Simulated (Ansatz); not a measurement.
CH6FGeNSi (`N=C[SiH2][GeH2][F]`). The species carries charge 0 and has multiplicity 1. The structure was optimised at the PBE0-D4/def2-TZVP level. It is one conformer, not always the lowest.

```xyz
11

N    -1.497   -1.293    1.060
C    -0.267   -1.528    0.864
Si    0.914   -0.577   -0.280
Ge    0.095    1.654   -0.523
F    -1.650    1.453   -0.638
H    -1.829   -0.483    0.532
H     0.152   -2.386    1.406
H     2.288   -0.548    0.291
H     0.975   -1.237   -1.612
H     0.508    2.392   -1.808
H     0.312    2.552    0.707
```

Question: What is the dipole moment at PBE/def2-TZVPP? (Estimate.)

Answer: Computed: 3.11 D, with components (2.99, 0.55, -0.67) D in this frame, pointing from negative to positive charge.

Question: And with r2SCAN, B3LYP, ωB97M-V? (Estimate.)

Answer: Computed: r2SCAN 3.26 D, B3LYP 3.42 D, ωB97M-V 3.47 D.

Question: Give the Mulliken charges with PBE, ωB97M-V, B3LYP in def2-TZVPP. (An estimate is asked.)

Answer: Computed: 
```json
{"atom": "N1", "PBE": "-0.20", "ωB97M-V": "-0.21", "B3LYP": "-0.21"}
{"atom": "C2", "PBE": "-0.08", "ωB97M-V": "-0.12", "B3LYP": "-0.11"}
{"atom": "Si3", "PBE": "0.08", "ωB97M-V": "0.12", "B3LYP": "0.17"}
{"atom": "Ge4", "PBE": "0.40", "ωB97M-V": "0.32", "B3LYP": "0.41"}
{"atom": "F5", "PBE": "-0.36", "ωB97M-V": "-0.40", "B3LYP": "-0.40"}
{"atom": "H6", "PBE": "0.17", "ωB97M-V": "0.15", "B3LYP": "0.16"}
{"atom": "H7", "PBE": "0.09", "ωB97M-V": "0.11", "B3LYP": "0.10"}
{"atom": "H8", "PBE": "-0.04", "ωB97M-V": "-0.01", "B3LYP": "-0.05"}
{"atom": "H9", "PBE": "-0.03", "ωB97M-V": "0.00", "B3LYP": "-0.04"}
{"atom": "H10", "PBE": "-0.01", "ωB97M-V": "0.02", "B3LYP": "-0.01"}
{"atom": "H11", "PBE": "-0.01", "ωB97M-V": "0.02", "B3LYP": "-0.01"}
```

B3LYP here is the variant with VWN-RPA as its local correlation; programs differ in this.
